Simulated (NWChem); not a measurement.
Species: P$_{2}$H cation; SMILES [PH+]#P

Program: NWChem. Coordinates come from a PBE-D3(BJ)/def2-SVP optimisation. Level: PBE0/Sadlej pVTZ; rows give the wavelength of the field.

```tsv
field	isotropic polarisability (bohr³)	anisotropy (bohr³)
static	41.4	32.0
1065 nm	42.0	32.7
589 nm	43.3	34.3
```
